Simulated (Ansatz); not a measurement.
Reaction (substitution at a C–S bond): `NC([SiH3])S` + H₂Se → `NC([SiH3])[SeH]` + H₂S

Gas-phase electronic energies from Ansatz, PBE0-D4/def2-TZVP geometries. CBS: MP2 limit from def2 TZ/QZ plus the TZ coupled-cluster correction, frozen cores. This one scheme is used for every species. Functionals use def2-TZVPP. B3LYP here is the variant with VWN-RPA as its local correlation; programs differ in this. For Se outer-core shells are correlated without core-valence functions, which leaves a few kJ/mol of doubt a bond. Scalar relativity is left out up to krypton. Each species was taken in one conformer, which may not be the lowest.

| level | ΔE (kJ/mol) | difference from CCSD(T)/CBS |
| --- | --- | --- |
| PBE-D4 | 2.7 | 0.5 |
| r2SCAN-D4 | 4.2 | 2.0 |
| PBE0-D4 | 4.6 | 2.4 |
| B3LYP-D4 | 2.3 | 0.1 |
| ωB97X-V | 6.1 | 3.9 |
| ωB97M-V | 5.6 | 3.4 |
| B2PLYP | 2.9 | 0.7 |
| PBE | 3.6 | 1.4 |
| r2SCAN | 4.4 | 2.2 |
| B3LYP | 3.9 | 1.7 |
| MP2/def2-TZVPP | 0.1 | -2.1 |
| SCS-MP2/def2-TZVPP | 0.5 | -1.7 |
| CCSD/def2-TZVPP | 1.2 | -1.0 |
| MP2/def2-QZVPP | 1.1 | -1.1 |
| SCS-MP2/def2-QZVPP | 1.5 | -0.7 |
| MP2/CBS(def2) | 1.7 | -0.5 |
| CCSD(T)/CBS | 2.2 | 0 |

Largest T1 diagnostic among the species: 0.011.

In def2-TZVPP, CCSD(T) changes the Hartree–Fock value by −6.8 kJ/mol (the triples alone add −0.6 kJ/mol) and MP2 by −7.3 kJ/mol.
